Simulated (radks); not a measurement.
Values are calculated unless marked as measured or tabulated.
Trend from Mg2+ to Ar2+: ionisation energy by Delta-SCF between NIST ground configurations, and size. Level of theory: Dirac Kohn-Sham, PBE, spin-unpolarised, spherical densities, point nucleus; open shells fill j = l - 1/2 first (a radial shooting solver on a logarithmic mesh with Libxc functionals).

| species | configuration | configuration of the ion | IE (eV) | NIST (eV) | kind | outermost | <r> outermost (bohr) | r at 0.001 e/bohr^3 (bohr) |
|---|---|---|---|---|---|---|---|---|
| Mg2+ | [Ne] | [He] 2s2 2p5 | 81.079 | 80.144 | exp. | 2s1/2 | 0.695 | 2.21 |
| Al2+ | [Ne] 3s1 | [Ne] | 28.442 | 28.448 | exp. | 3s1/2 | 2.20 | 3.38 |
| Si2+ | [Ne] 3s2 | [Ne] 3s1 | 33.971 | 33.493 | exp. | 3s1/2 | 1.95 | 3.43 |
| P2+ | [Ne] 3s2 3p1 | [Ne] 3s2 | 29.792 | 30.203 | exp. | 3p1/2 | 1.97 | 3.46 |
| S2+ | [Ne] 3s2 3p2 | [Ne] 3s2 3p1 | 34.107 | 34.86 | semi-emp. | 3p1/2 | 1.76 | 3.39 |
| Cl2+ | [Ne] 3s2 3p3 | [Ne] 3s2 3p2 | 38.225 | 39.8 | semi-emp. | 3p3/2 | 1.60 | 3.29 |
| Ar2+ | [Ne] 3s2 3p4 | [Ne] 3s2 3p3 | 42.484 | 40.74 | semi-emp. | 3p3/2 | 1.47 | 3.19 |

Reference values: NIST Atomic Spectra Database (exp. = measured, semi-emp. = semi-empirical, theory = theoretical value adopted there). Spin polarisation and multiplet splitting are left out, so open shells lie too high by an amount that depends on their filling.

Beside tabulated values, note that spin-unpolarised runs miss the spin-polarisation part of the exchange energy of open shells.
